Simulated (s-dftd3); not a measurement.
dimethylacetylene (C₄H₆), singlet, at a GFN2-xTB geometry; D3(op) for pbe0 (s-dftd3).

Here is a job for s-dftd3.
```
$ s-dftd3 mol.xyz --op pbe0 --json dftd3.json --noedisp --grad

# file mol.xyz
10

C      0.00350171     0.00681221     2.04717461
C      0.00102454     0.00199315     0.59897157
C     -0.00102454    -0.00199315    -0.59897157
C     -0.00350171    -0.00681221    -2.04717461
H     -0.01660974     1.03166869     2.41791685
H     -0.87195983    -0.52171478     2.42454899
H      0.90099445    -0.48578258     2.42139677
H     -0.02489300     1.01555447    -2.42465823
H      0.89271120    -0.50189680    -2.42117830
H     -0.88024308    -0.53782899    -2.41802609
```

Output, abridged:

```
-----------------------------------
 s i m p l e   D F T - D 3  v1.4.0
-----------------------------------

Optimized power damping: pbe0-D3(op)
--------------------
   s6        0.8829
   s8        0.0000
   s9        0.0000
   a1        0.1500
   a1        4.7500
  alp       14.0000
 beta        6.0000
--------------------

Dispersion energy:      -1.9892634920175E-03 Eh

Gradient norm:           3.9789785708104E-04 Eh/a0
--------------------------------------------------
     #    Z           dE/dx      dE/dy      dE/dz
--------------------------------------------------
     1    6 C    -2.146E-07 -4.176E-07 -1.255E-04
     2    6 C     4.091E-07  7.958E-07  2.391E-04
     3    6 C    -4.091E-07 -7.958E-07 -2.391E-04
     4    6 C     2.146E-07  4.176E-07  1.255E-04
     5    1 H     8.002E-07 -3.718E-05  2.629E-05
     6    1 H     3.194E-05  1.937E-05  2.605E-05
     7    1 H    -3.260E-05  1.806E-05  2.616E-05
     8    1 H     7.107E-07 -3.735E-05 -2.604E-05
     9    1 H    -3.269E-05  1.789E-05 -2.617E-05
    10    1 H     3.185E-05  1.920E-05 -2.629E-05
--------------------------------------------------

Virial:
--------------------------------------------------
      component           x          y          z
--------------------------------------------------
          x      -2.163E-04  2.874E-09  8.641E-07
          y       2.874E-09 -2.163E-04  1.681E-06
          z       8.641E-07  1.681E-06  2.888E-04
--------------------------------------------------

[Info] JSON dump of results written to 'dftd3.json'
```
